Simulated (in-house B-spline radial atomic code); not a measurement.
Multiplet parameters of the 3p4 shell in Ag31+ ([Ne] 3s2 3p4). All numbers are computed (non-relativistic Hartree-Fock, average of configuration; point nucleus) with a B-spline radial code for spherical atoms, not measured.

Slater integrals: F^2 = 306321 cm⁻¹. Central-field spin-orbit parameter ζ(3p) = 207000 cm⁻¹ (bare central field on non-relativistic orbitals, without two-electron terms: too large for light atoms, too small for heavy ones).

With F₂ = F^2/25 = 12253 cm⁻¹:

Q: Where do the terms lie in LS coupling, without spin-orbit interaction?

A: In cm⁻¹ above the Hund's-rule term:
| term | expression | energy |
| --- | --- | --- |
| 3P | 0 F₂ | 0 |
| 1D | 6 F₂ | 73517 |
| 1S | 15 F₂ | 183793 |

Q: Is LS coupling a fair picture here?

A: Fits to spectra need these integrals scaled down, since correlation screens the repulsion. Here ζ is 16.90 times F₂, so spin-orbit coupling rivals the gaps between some terms: low levels can stay fairly pure, while close terms of equal J mix strongly.
